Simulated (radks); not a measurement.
The numbers below are computed, except where a source is named.
The iridium ion Ir64+, 13 electrons, occupied as [Ne] 3s2 3p1. Code: a radial shooting solver on a logarithmic mesh with Libxc functionals. Model: non-relativistic Kohn-Sham, PBE, spin-polarised, spherical densities, point nucleus; open shells are filled with parallel spins first (spin-orbit coupling, left out, can overturn this in heavy ions); relativity is left out, which matters for an element this heavy.

Unscreened Slater integrals over Kohn-Sham orbitals (eV). They are taken over the spin-up orbitals. Empty in this configuration: 3d.

F0(3p,3p): 135.89
F2(3p,3p): 68.343
F0(3p,3s): 131.35
G1(3p,3s): 82.852
F0(3p,2p): 178.57
F2(3p,2p): 47.382
G0(3p,2p): 18.453
G2(3p,2p): 20.722
F0(3p,2s): 171.89
G1(3p,2s): 15.233
F0(3p,3d): 144.41
F2(3p,3d): 68.680
G1(3p,3d): 68.403
G3(3p,3d): 47.186
F0(3s,3s): 127.73
F0(3s,2p): 167.12
G1(3s,2p): 17.761
F0(3s,2s): 162.56
G0(3s,2s): 14.047
F0(3s,3d): 138.93
G2(3s,3d): 47.817
F0(2p,2p): 358.53
F2(2p,2p): 172.32
F0(2p,2s): 322.62
G1(2p,2s): 178.67
F0(2p,3d): 198.92
F2(2p,3d): 65.472
G1(2p,3d): 63.790
G3(2p,3d): 37.036
F0(2s,2s): 300.57
F0(2s,3d): 194.87
G2(2s,3d): 61.894
F0(3d,3d): 159.35
F2(3d,3d): 83.477
F4(3d,3d): 54.280

Derived for the open shells (J is the average intra-shell exchange parameter used in DFT+U). 3p: J = F2/5 = 13.67 eV.
